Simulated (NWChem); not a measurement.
Species: CH₉NSi₂; SMILES C[SiH2]N[SiH3]

```xyz
13

C      0.5813     2.4582    -0.2590
Si    -0.5554     1.0531     0.2435
N      0.3241    -0.4251     0.5463
Si     0.1197    -2.0059    -0.1499
H      1.1353     2.2085    -1.1769
H      0.0017     3.3772    -0.4422
H      1.3145     2.6793     0.5331
H     -1.3217     1.4845     1.4588
H     -1.5298     0.7456    -0.8464
H      1.0154    -0.3707     1.2913
H      1.4269    -2.5582    -0.6285
H     -0.8155    -1.8764    -1.3049
H     -0.4438    -3.0050     0.8147
```
Atoms are numbered in this order, from 1.

Results from NWChem. Pople sets run with spherical d functions. Geometry: optimised at PBE0/def2-SVP. Not confirmed as a minimum by frequencies. GIAO values for the isolated, static molecule; σ is the absolute isotropic shielding, δ = σ(reference) − σ with the isolated reference molecule computed at the same levels (13C: tetramethylsilane, 1H: tetramethylsilane, 15N: ammonia, 29Si: tetramethylsilane).

```
level                δ C1 (ppm)  δ Si2 (ppm)  δ N3 (ppm)  δ Si4 (ppm)  δ H5 (rotor mean) (ppm)  δ H9 (ppm)  δ H10 (ppm)
-------------------  ----------  -----------  ----------  -----------  -----------------------  ----------  -----------
Hartree-Fock/6-31G*         1.1            ?           ?            ?                        ?        4.76            ?
PBE0/pcSseg-1               0.6        -21.1         7.3        -48.7                     0.23        4.67        -0.96
KT2/pcSseg-1                1.0        -19.4        10.5        -47.7                     0.22        4.79        -1.04
```

Q: Complete the blanks.

A: 
- Hartree-Fock/6-31G*, δ Si2 (ppm): -16.1
- Hartree-Fock/6-31G*, δ N3 (ppm): -9.7
- Hartree-Fock/6-31G*, δ Si4 (ppm): -34.7
- Hartree-Fock/6-31G*, δ H5 (rotor mean) (ppm): 0.14
- Hartree-Fock/6-31G*, δ H10 (ppm): -1.23
